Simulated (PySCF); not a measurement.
Induced dipoles and field energies

Species: C₆H₁₆BN.
SMILES with atom numbers: `[CH3:1][N:2]([CH3:3])[BH:4][C:5]([CH3:6])([CH3:7])[CH3:8]` (hydrogens: H9, H10, H11 on C1; H12, H13, H14 on C3; H15 on B4; H16, H17, H18 on C6; H19, H20, H21 on C7; H22, H23, H24 on C8)

Cartesian coordinates in Å at the PBE0-D3(BJ)/def2-SVP level; atoms count from 1:
```
atom  x, y, z in Å
C1     3.085    0.537   -1.732
N2     1.960   -0.371   -1.701
C3     2.379   -1.747   -1.583
B4     0.642    0.099   -1.778
C5    -0.707   -0.768   -1.743
C6    -0.836   -1.541   -0.422
C7    -0.787   -1.735   -2.933
C8    -1.894    0.201   -1.841
H9     3.756    0.312   -2.580
H10    3.686    0.457   -0.808
H11    2.732    1.571   -1.830
H12    2.959   -1.905   -0.655
H13    3.030   -2.035   -2.428
H14    1.522   -2.426   -1.567
H15    0.546    1.308   -1.876
H16   -1.809   -2.062   -0.372
H17   -0.053   -2.303   -0.291
H18   -0.783   -0.865    0.447
H19   -1.750   -2.275   -2.927
H20   -0.719   -1.198   -3.892
H21    0.010   -2.494   -2.927
H22   -1.904    0.912   -1.000
H23   -1.854    0.793   -2.769
H24   -2.854   -0.345   -1.831
```

Level: wB97X-D/def2-SVPD (PySCF); nuclei fixed, core orbitals frozen in the response. Permanent dipole (1.555, -0.695, 0.102) D (1 au = 2.5417 D). Static polarisability (au):

```
x   113.76  -0.86   0.91
y    -0.86  94.98  -0.72
z     0.91  -0.72  86.11
```

Only the terms in μ and α are kept: μ(F) = μ + αF and ΔE = −μ·F − ½ F·αF.

Apply 0.003 au along ±x, ±y and ±z in turn. Tabulate induced and total dipoles and both energy terms.

| field along | induced x (D) | induced y (D) | induced z (D) | total size (D) | −μ·F (kJ/mol) | −½F·αF (kJ/mol) |
| --- | --- | --- | --- | --- | --- | --- |
| +x | 0.867 | -0.007 | 0.007 | 2.524 | -4.819 | -1.344 |
| −x | -0.867 | 0.007 | -0.007 | 0.978 | +4.819 | -1.344 |
| +y | -0.007 | 0.724 | -0.005 | 1.552 | +2.154 | -1.122 |
| −y | 0.007 | -0.724 | 0.005 | 2.113 | -2.154 | -1.122 |
| +z | 0.007 | -0.005 | 0.657 | 1.872 | -0.316 | -1.017 |
| −z | -0.007 | 0.005 | -0.657 | 1.783 | +0.316 | -1.017 |

For the field (-0.0018, -0.0021, -0.0009) au, what is the induced dipole, and what angle does it make with the field?

αF = (-0.518, -0.501, -0.197) D, at 5.8° to the field. The polarisability along this direction, F·αF/F², is 100.58 au, against a mean of 98.28 au.

Which field along μ doubles the dipole in that direction (linear response)?

The polarisability along the dipole is 111.32 au, so F = 0.6713 au / 111.32 au = 0.0060 au = 0.31 V/Å; higher-order terms are ignored.

What field makes μF equal to kT at 298 K?

kT = 0.9437 × 10⁻³ Eh, so F = 0.00141 au = 7.23 MV/cm.

A unit point charge sits 8 Å away. Estimate the induction energy −αe²/2R⁴ with the mean polarisability, treating the molecule as a point.

R = 15.12 bohr, so the energy is −98.3/(2 × 15.12⁴) Eh = -2.47 kJ/mol. The charge–dipole term at its most favourable orientation, −μe/R², is -7.71 kJ/mol.

Geometry: PBE0-D3(BJ)/def2-SVP; no solvent, vibrations or thermal averaging.

Note: wB97X-D ran without an empirical dispersion term, which enters the total energy and its gradient alone.
